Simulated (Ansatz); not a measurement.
Question: Name a neutral molecule of C, F, O, Si and H with size of the dipole moment (PBE/def2-TZVPP) between 0.25 and 0.55 D and HOMO energy (B3LYP/def2-TZVPP) between -7.35 and -7.05 eV (Ansatz, PBE0-D4/def2-TZVP geometry).

Answer: `O=C[Si](F)(F)[SiH3]` (0.39 D, -7.26 eV). Other molecules can fit too; these were computed, each in one conformer that needn't be the lowest.

B3LYP here is the variant with VWN-RPA as its local correlation; programs differ in this.
